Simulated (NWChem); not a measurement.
# Sr

Program: NWChem. Medium grid unless said otherwise, to which SCAN and Minnesota functionals are sensitive. def2 effective core potentials on Sr; no spin-orbit coupling.

For level MPW1K/def2-SVP:

| Quantity | Result |
|---|---|
| highest occupied level (eV) | -4.42 |
| orbital gap (eV) | 3.90 |

Q: Estimate the same quantities for level M06/def2-SVP.

A: The highest occupied level (eV) comes out as -4.03 and the orbital gap (eV) comes out as 3.19.
